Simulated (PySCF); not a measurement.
PySCF input for C3H6F2Si, SMILES [SiH2](F)[C@H]1[C@@H](F)C1, TDA-PBE/def2-SVPD. The structure is a stationary point at PBE0-D3(BJ)/def2-SVP. The structure was generated by enumeration; whether it is a known compound was not checked. One conformer was computed; it need not be the lowest.

```python
import numpy as np
from pyscf import gto, scf, dft, tdscf

mol = gto.M(
    atom='''
    F     2.19491741   -0.71628843   -1.02699755
    Si    1.23514462   -0.02455666    0.09369669
    C    -0.49739111   -0.64943249   -0.16604719
    C    -1.50873977    0.20242102   -0.92296855
    C    -1.62771119    0.02245893    0.53985121
    F    -1.31981870    1.08184524    1.33991118
    H     1.76286223   -0.42722691    1.42616460
    H     1.30157911    1.44915076   -0.09642057
    H    -0.58231974   -1.73646940   -0.28114538
    H    -2.23121566   -0.29346216   -1.57637497
    H    -1.17580334    1.18585229   -1.26872482
    H    -2.43996320   -0.57674724    0.96351187
    ''',
    basis='def2-SVPD',
    charge=0,
    spin=0,
    max_memory=1600,
    verbose=4,
)
mf = dft.RKS(mol, xc='pbe').density_fit(auxbasis='def2-universal-jkfit')
mf.grids.level = 3
mf.conv_tol = 1e-9
mf.max_cycle = 100
mf.kernel()
mf.grids = dft.Grids(mol).set(level=1).build(with_non0tab=True)  # coarser grid for the response kernel
td = tdscf.TDA(mf)
td.singlet = True
td.nstates = 10
td.conv_tol = 1e-4
td.positive_eig_threshold = 1e-6
td.kernel(x0=td.get_init_guess(mf, 15))
td.analyze()
tt = tdscf.TDA(mf)
tt.singlet = False
tt.nstates = 4
tt.conv_tol = 1e-4
tt.positive_eig_threshold = 1e-6
tt.kernel(x0=tt.get_init_guess(mf, 9))
tt.analyze(verbose=3)
```

Log of the run:

```
PySCF version 2.14.0

[INPUT] verbose = 4
[INPUT] num. atoms = 12
[INPUT] num. electrons = 56
[INPUT] charge = 0
[INPUT] spin (= nelec alpha-beta = 2S) = 0
[INPUT] symmetry False subgroup None
[INPUT] Mole.unit = angstrom
[INPUT] Symbol           X                Y                Z      unit          X                Y                Z       unit  Magmom
[INPUT]  1 F      2.194917410000  -0.716288430000  -1.026997550000 AA    4.147792770940  -1.353588958895  -1.940744100099 Bohr   0.0
[INPUT]  2 Si     1.235144620000  -0.024556660000   0.093696690000 AA    2.334085056030  -0.046405361934   0.177061082878 Bohr   0.0
[INPUT]  3 C     -0.497391110000  -0.649432490000  -0.166047190000 AA   -0.939932974693  -1.227249542494  -0.313783712854 Bohr   0.0
[INPUT]  4 C     -1.508739770000   0.202421020000  -0.922968550000 AA   -2.851104958539   0.382520289655  -1.744157781087 Bohr   0.0
[INPUT]  5 C     -1.627711190000   0.022458930000   0.539851210000 AA   -3.075928358990   0.042441226751   1.020170934915 Bohr   0.0
[INPUT]  6 F     -1.319818700000   1.081845240000   1.339911180000 AA   -2.494095877079   2.044391212764   2.532065161443 Bohr   0.0
[INPUT]  7 H      1.762862230000  -0.427226910000   1.426164600000 AA    3.331326810040  -0.807341852944   2.695060502550 Bohr   0.0
[INPUT]  8 H      1.301579110000   1.449150760000  -0.096420570000 AA    2.459628047355   2.738498049605  -0.182208470074 Bohr   0.0
[INPUT]  9 H     -0.582319740000  -1.736469400000  -0.281145380000 AA   -1.100424825528  -3.281451589688  -0.531287769387 Bohr   0.0
[INPUT] 10 H     -2.231215660000  -0.293462160000  -1.576374970000 AA   -4.216386522241  -0.554563110323  -2.978916962919 Bohr   0.0
[INPUT] 11 H     -1.175803340000   1.185852290000  -1.268724820000 AA   -2.221946288949   2.240936052288  -2.397542437238 Bohr   0.0
[INPUT] 12 H     -2.439963200000  -0.576747240000   0.963511870000 AA   -4.610862202017  -1.089894326699   1.820773552068 Bohr   0.0

nuclear repulsion = 302.68271021821
number of shells = 76
number of NR pGTOs = 258
number of NR cGTOs = 178
basis = def2-SVPD
ecp = {}


[settings echo left out]
init E= -606.763733607569
  HOMO = -0.329646736435627  LUMO = -0.0591446969159612  gap/eV = 7.36074
cycle= 1 E= -606.231690670358  delta_E= 0.532  |g|= 0.682  |ddm|= 4.71
  HOMO = -0.194489307300368  LUMO = -0.00869347890813232  gap/eV = 5.05576
cycle= 2 E= -605.987157004438  delta_E= 0.245  |g|= 1.37  |ddm|= 1.95
  HOMO = -0.252034564318111  LUMO = -0.0236574558432809  gap/eV = 6.21446
cycle= 3 E= -606.317468222487  delta_E= -0.33  |g|= 0.16  |ddm|= 1.28
  HOMO = -0.26744498376602  LUMO = -0.0254715181920298  gap/eV = 6.58443
cycle= 4 E= -606.322307969448  delta_E= -0.00484  |g|= 0.0618  |ddm|= 0.256
  HOMO = -0.263400153824746  LUMO = -0.0254794805909229  gap/eV = 6.47415
cycle= 5 E= -606.323103407899  delta_E= -0.000795  |g|= 0.00997  |ddm|= 0.0864
  HOMO = -0.263338409628172  LUMO = -0.025851594651328  gap/eV = 6.46235
cycle= 6 E= -606.323124610353  delta_E= -2.12e-05  |g|= 0.00485  |ddm|= 0.0246
  HOMO = -0.263618580664269  LUMO = -0.0257135314375287  gap/eV = 6.47373
cycle= 7 E= -606.323130427312  delta_E= -5.82e-06  |g|= 0.000933  |ddm|= 0.00837
  HOMO = -0.26354120333129  LUMO = -0.0256667648131175  gap/eV = 6.47289
cycle= 8 E= -606.323130636845  delta_E= -2.1e-07  |g|= 0.000222  |ddm|= 0.00172
  HOMO = -0.263542388403769  LUMO = -0.0256793253199983  gap/eV = 6.47258
cycle= 9 E= -606.323130646339  delta_E= -9.49e-09  |g|= 9.14e-05  |ddm|= 0.000362
  HOMO = -0.263547284705167  LUMO = -0.0256813293193598  gap/eV = 6.47266
cycle= 10 E= -606.323130647823  delta_E= -1.48e-09  |g|= 2.53e-05  |ddm|= 0.00013
  HOMO = -0.263547381972558  LUMO = -0.0256807746106658  gap/eV = 6.47268
cycle= 11 E= -606.32313064794  delta_E= -1.17e-10  |g|= 1.22e-05  |ddm|= 5.6e-05
  HOMO = -0.263546777466571  LUMO = -0.0256807702536079  gap/eV = 6.47266
Extra cycle  E= -606.323130647869  delta_E= 7.04e-11  |g|= 2.3e-05  |ddm|= 4.9e-05
converged SCF energy = -606.323130647869
tot grids = 47384
Overwritten attributes  positive_eig_threshold  of <class 'pyscf.tdscf.rks.TDA'>


******** <class 'pyscf.tdscf.rks.TDA'> for <class 'pyscf.df.df_jk.DFRKS'> ********
nstates = 10 singlet
deg_eia_thresh = 1.000e-03
wfnsym = None
conv_tol = 0.0001
eigh lindep = 1e-12
eigh level_shift = 0
eigh max_cycle = 100


Excitation energies (eV)
[6.58008096 6.85124295 7.13332177 7.44667989 7.48156898 7.56443756
 7.72767146 7.75199777 7.81643007 7.85652987]

** Singlet excitation energies and oscillator strengths **
Excited State   1:      6.58008 eV    188.42 nm  f=0.0077
      28 -> 29       -0.69914
Excited State   2:      6.85124 eV    180.97 nm  f=0.0127
      27 -> 29        0.70018
Excited State   3:      7.13332 eV    173.81 nm  f=0.0012
      28 -> 30        0.70451
Excited State   4:      7.44668 eV    166.50 nm  f=0.0180
      27 -> 30        0.69824
Excited State   5:      7.48157 eV    165.72 nm  f=0.0032
      26 -> 29       -0.52467
      28 -> 31       -0.46556
Excited State   6:      7.56444 eV    163.90 nm  f=0.0129
      26 -> 29        0.46019
      28 -> 31       -0.51737
Excited State   7:      7.72767 eV    160.44 nm  f=0.0046
      25 -> 29       -0.42797
      28 -> 32       -0.54891
Excited State   8:      7.75200 eV    159.94 nm  f=0.0036
      25 -> 29       -0.55364
      27 -> 31        0.10584
      28 -> 32        0.41413
Excited State   9:      7.81643 eV    158.62 nm  f=0.0134
      27 -> 31        0.60446
      27 -> 32        0.10604
      28 -> 33       -0.32783
Excited State  10:      7.85653 eV    157.81 nm  f=0.0074
      27 -> 31        0.31263
      28 -> 32       -0.10150
      28 -> 33        0.61676

** Transition electric dipole moments (AU) **
state          X           Y           Z        Dip. S.      Osc.
  1        -0.2021      0.0626      0.0520      0.0475      0.0077
  2         0.2693     -0.0545      0.0127      0.0756      0.0127
  3         0.0522     -0.0469      0.0472      0.0072      0.0012
  4         0.1534     -0.1958      0.1915      0.0986      0.0180
  5         0.0217     -0.0749      0.1079      0.0177      0.0032
  6         0.2625      0.0029      0.0238      0.0695      0.0129
  7         0.0428     -0.0749      0.1297      0.0243      0.0046
  8        -0.0791     -0.1104     -0.0253      0.0191      0.0036
  9         0.2451      0.0359      0.0920      0.0698      0.0134
 10        -0.0032     -0.1026      0.1675      0.0386      0.0074

** Transition velocity dipole moments (imaginary part, AU) **
state          X           Y           Z        Dip. S.      Osc.
  1        -0.0262      0.0067     -0.0106      0.0008      0.0023
  2         0.0342     -0.0141     -0.0083      0.0014      0.0038
  3         0.0114     -0.0174      0.0176      0.0007      0.0019
  4         0.0402     -0.0379      0.0303      0.0040      0.0097
  5         0.0111      0.0079      0.0106      0.0003      0.0007
  6         0.0554     -0.0086     -0.0218      0.0036      0.0087
  7         0.0003     -0.0066      0.0441      0.0020      0.0047
  8        -0.0093     -0.0175     -0.0258      0.0011      0.0025
  9         0.0457      0.0110      0.0149      0.0024      0.0057
 10        -0.0048     -0.0245      0.0618      0.0044      0.0103

** Transition magnetic dipole moments (imaginary part, AU) **
state          X           Y           Z
  1        -0.1421     -0.3834      0.6681
  2        -0.5813     -0.1031     -0.3601
  3        -0.2165     -0.0662      0.0565
  4        -0.3525      0.2492      0.1818
  5        -0.2434      0.3201     -0.5095
  6         0.4743     -0.4990      0.0539
  7        -0.4478     -0.4022     -0.1360
  8        -0.6106     -0.5023     -0.2251
  9         0.5869     -0.1665     -0.6780
 10         0.0984     -0.5258     -0.3241


******** <class 'pyscf.tdscf.rks.TDA'> for <class 'pyscf.df.df_jk.DFRKS'> ********
nstates = 4 triplet
deg_eia_thresh = 1.000e-03
wfnsym = None
conv_tol = 0.0001
eigh lindep = 1e-12
eigh level_shift = 0
eigh max_cycle = 100


Excitation energies (eV)
[6.36367787 6.63388155 7.00169906 7.20237581]

** Triplet excitation energies and oscillator strengths **
Excited State   1:      6.36368 eV    194.83 nm  f=0.0000
Excited State   2:      6.63388 eV    186.90 nm  f=0.0000
Excited State   3:      7.00170 eV    177.08 nm  f=0.0000
Excited State   4:      7.20238 eV    172.14 nm  f=0.0000
```

The run converged.
